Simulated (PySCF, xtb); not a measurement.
ethylmethylamine (C₃H₉N), SMILES CCNC.

xtb 6.7.1 with GFN2-xTB at its own geometry gives an orbital gap of 10.94 eV and a dipole moment of 1.09 D.

Geometry optimised at B3LYP-D3(BJ)/def2-SVP. Other conformers were not sampled.

Task: What does r2SCAN/def2-TZVP run with PySCF give? (An estimate is asked for; the answer gives what the named calculation found.)

Result: gap 6.33 eV (levels -5.20 and 1.13 eV), dipole 0.84 D.
